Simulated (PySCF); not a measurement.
Geometry:
```csv
atom,x (Å),y (Å),z (Å)
N1,-1.815,-1.059,-2.796
C2,-1.932,-0.781,-1.690
Si3,-2.057,-0.315,0.113
Si4,0.152,0.218,0.719
Si5,1.557,-1.664,0.654
Si6,0.921,2.148,-0.378
Cl7,0.003,0.742,2.748
H8,-3.057,0.760,0.122
H9,-2.682,-1.493,0.729
H10,2.901,-1.392,1.171
H11,1.032,-2.798,1.420
H12,1.688,-2.091,-0.739
H13,1.026,1.854,-1.807
H14,2.239,2.585,0.091
H15,0.018,3.293,-0.225
```

Geometry: GFN2-xTB; GIAO shifts from PySCF, gas phase, non-relativistic, averaged over equivalent atoms.

At PBE0/MINI (63 basis functions, 5.9 s wall time on 1 thread of an Arm Neoverse V2, shared host):
```
                  atoms  δ (ppm)
                     N1    361.9
                     C2     78.6
                    Si4    -80.6
                    Si3   -124.3
                Si5/Si6   -141.5
                  H8/H9     3.32
H10/H11/H12/H13/H14/H15     2.41
```

Shifts are taken against calculated references (same method and geometry level): ¹⁵N (σ = 301.52 ppm) against NH3; ¹³C (σ = 226.73 ppm) and ²⁹Si (σ = 615.76 ppm) and ¹H (σ = 30.72 ppm) against TMS.

Task: Predict the values at PBE0/pcSseg-1 on the same geometry.

Result: 
```json
{"atoms": "N1", "δ at PBE0/pcSseg-1": "372.6", "change": "+10.7"}
{"atoms": "C2", "δ at PBE0/pcSseg-1": "121.7", "change": "+43.1"}
{"atoms": "Si4", "δ at PBE0/pcSseg-1": "-13.4", "change": "+67.2"}
{"atoms": "Si3", "δ at PBE0/pcSseg-1": "-101.8", "change": "+22.5"}
{"atoms": "Si5/Si6", "δ at PBE0/pcSseg-1": "-102.7", "change": "+38.8"}
{"atoms": "H8/H9", "δ at PBE0/pcSseg-1": "4.55", "change": "+1.23"}
{"atoms": "H10/H11/H12/H13/H14/H15", "δ at PBE0/pcSseg-1": "3.92", "change": "+1.51"}
```

References, each an isolated molecule treated in the same way: NH3 for ¹⁵N (σ = 267.73 ppm); ¹³C (σ = 186.93 ppm), ²⁹Si (σ = 349.16 ppm), ¹H (σ = 31.72 ppm) vs TMS.

The largest change is at Si4 (silicon bonded to Cl, 3 Si). Cost: 194 basis functions, 32 s wall time on 1 thread of an Arm Neoverse V1, shared host.

Experimental scales use liquid or dissolved standards, which lie at an offset from isolated NH3 (liquid NH3: subtract about 20 ppm). Unscaled 15N shifts of sp2 nitrogen come out 20 to 40 ppm too high even then.
